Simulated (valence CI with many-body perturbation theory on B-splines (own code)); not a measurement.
The numbers below are computed, except where a source is named.
# Lu57+: what each term of the Hamiltonian does

Method: relativistic CI+MBPT: four valence electrons over a frozen Dirac-Fock core [Ne], radial functions for each j: 11 s, 11 p, 9 d, 7 f, 5 g, 2 h, 1 i, with the one-electron correlation potential Σ1 (screened to all orders), the two-electron term Σ2, the three-electron term Σ3, Breit, model QED; selected single and double excitations, second order for the rest (own B-spline code, finite nucleus).

No measured spectrum was set against this ion. As an estimate, large intervals hold to a few tenths of a per cent, small ones and those within an open d or f shell to about a per cent.

Each rung adds one term. CI alone is the Dirac-Coulomb CI over the frozen core; QED comes last and gives the full result, which names the levels. Energies are above (3s^2 3p1/2^2) J=0 on the same rung, in Ry.

Levels are named by their leading jj configuration (3d3/2^4 stands for four electrons in 3d with j = 3/2), which in mixed levels can hold well under half, so a name can repeat and another be missing. Letters in brackets count levels of one name in rising energy.

```tsv
Level	CI alone	+ Σ1	+ Σ2	+ Σ3	+ Breit	Full
(3s^2 3p1/2 3p3/2) J=1	21.098	21.110	21.120	21.122	20.850	20.877
(3s^2 3p1/2 3p3/2) J=2	21.789	21.802	21.809	21.809	21.505	21.532
(3s 3p1/2^2 3p3/2) J=2	32.766	32.759	32.765	32.770	32.717	32.463
(3s 3p1/2^2 3p3/2) J=1	34.736	34.729	34.716	34.719	34.645	34.423
(3s^2 3p1/2 3d3/2) J=2	36.645	36.639	36.631	36.628	36.264	36.237
(3s^2 3p1/2 3d3/2) J=1	39.665	39.659	39.603	39.593	39.307	39.240
(3s^2 3p1/2 3d5/2) J=2	43.004	43.009	42.980	42.973	42.511	42.490
(3s^2 3p1/2 3d5/2) J=3	43.115	43.120	43.100	43.093	42.573	42.559
(3s^2 3p3/2^2) J=2	43.359	43.384	43.401	43.401	42.849	42.900
(3s^2 3p3/2^2) J=0	44.757	44.782	44.795	44.793	44.275	44.326
(3s 3p1/2^2 3d3/2) J=1	48.539	48.514	48.497	48.495	48.421	48.107
(3s 3p1/2^2 3d3/2) J=2	49.072	49.047	49.027	49.024	48.925	48.612
(3s 3p1/2 3p3/2^2) J=2 [a]	53.312	53.317	53.336	53.341	53.033	52.808
(3s 3p1/2^2 3d5/2) J=3	54.619	54.605	54.574	54.570	54.318	54.018
(3s 3p1/2 3p3/2^2) J=3	54.636	54.642	54.654	54.658	54.286	54.066
(3s 3p1/2 3p3/2^2) J=0	55.378	55.383	55.398	55.402	55.097	54.892
(3s 3p1/2^2 3d5/2) J=2	55.579	55.564	55.529	55.521	55.293	54.991
(3s 3p1/2 3p3/2^2) J=1 [a]	56.442	56.447	56.445	56.448	56.103	55.904
(3s 3p1/2 3p3/2^2) J=2 [b]	56.502	56.508	56.502	56.506	56.106	55.932
```

Q: How does the ionisation energy move along the ladder, and which term matters most?

A: CI alone 5946.9, + Σ1 5948.1, + Σ2 5948.2, + Σ3 5948.0, + Breit 5939.3, + QED 5939.2 eV. The largest step is Breit, -8.6 eV. NIST lists 5937 ± 6 eV (theoretical).
